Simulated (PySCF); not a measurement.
An unknown shows these calculated signals:

1H NMR (500 MHz, computed): δ 6.27 (m, 2H), 6.17 (m, 2H), 3.93 (m, 3H), 3.06 (m, 2H).

13C{1H} NMR (computed): δ 133.8 (CH), 129.7 (CH), 32.3 (CH2).

PySCF 2.14 calculation with geometry: GFN2-xTB and shieldings: GIAO PBE0/pcSseg-1; no relativistic terms, no solvent model, one computed conformer, one averaged value for each set of equivalent atoms.

References, each an isolated molecule treated in the same way: 1H (σ = 31.72 ppm) and 13C (σ = 186.93 ppm) against TMS.

Question: Which of these does the molecule contain: an ester, a Si–H bond, a non-aromatic C=C double bond, a CF3 group, a heteroaromatic ring?

Answer: 
- An ester: no.
- A Si–H bond: yes (δH 3.93 (m)).
- A non-aromatic C=C double bond: yes.
- A CF3 group: no.
- A heteroaromatic ring: no.

The data belong to `[SiH3]P1C=CCC=C1`, C₅H₉PSi; they needn't prove each group on their own.

Carbon signals by region: 2 in the sp2 and nitrile region (100–160 ppm), 1 below 50 ppm.

Splittings by 31P in the carbon and heteronuclear signals aren't shown, as no couplings were computed. Shifts are as computed. Against solution values, carbons near 30 ppm lie about +3 ppm off and those near 130 ppm about +5 ppm. Of 1211 compounds with measured shifts, 218 miss one by over three times the rms of a fit or turn the order of signals round; such compounds aren't used in these exercises. No couplings were computed; multiplicities are counted from neighbouring protons, with m where these are inequivalent, close in shift, in a saturated or five-membered ring or joined by F or P, and br s for small geminal =CH2 splittings.
